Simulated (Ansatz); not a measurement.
System: C2H5Be, charge 0, doublet. C2H5Be (SMILES [CH2]([Be])C, doublet).
B3LYP-D3(BJ)/def2-TZVP minimum from Ansatz (a program for electronic structure):
```xyz
8

Be     0.9485     1.2127     0.9694
C      0.5326    -0.2085     0.1438
C     -0.8689    -0.2389    -0.4954
H      0.6386    -1.0467     0.8460
H      1.2959    -0.3836    -0.6265
H     -0.9929     0.5585    -1.2315
H     -1.6549    -0.1094     0.2518
H     -1.0625    -1.1849    -1.0078
```
Charge 0, spin multiplicity 2.

Atomisation energy term by term, kcal/mol (programs: Ansatz). Open shells are spin-unrestricted; no spin-orbit coupling. Correlated methods leave the cores frozen. No relativity. CBS(X,Y): correlation extrapolated as X^-3, Hartree-Fock from the larger set. A bracket is a step between two methods taken in the basis named. For partners of very few electrons the exact lower level stands in for a higher one. The restricted determinant of Be ([Be], singlet) is unstable towards broken spin symmetry in at least one set run. The spin of C2H5Be ([Be][CH2]C, doublet) was assumed, and the state is the lowest solution found for it.

| term | basis | kcal/mol |
|---|---|---|
| Hartree-Fock | def2-QZVPP | 505.94 |
| CCSD correlation | CBS(def2-TZVPP,def2-QZVPP) | 132.93 |
| (T) | CBS(def2-TZVPP,def2-QZVPP) | 8.26 |
| CCSDT(Q) - CCSD(T) | def2-SVP | 0.36 |
| sum: De |  | 647.5 |
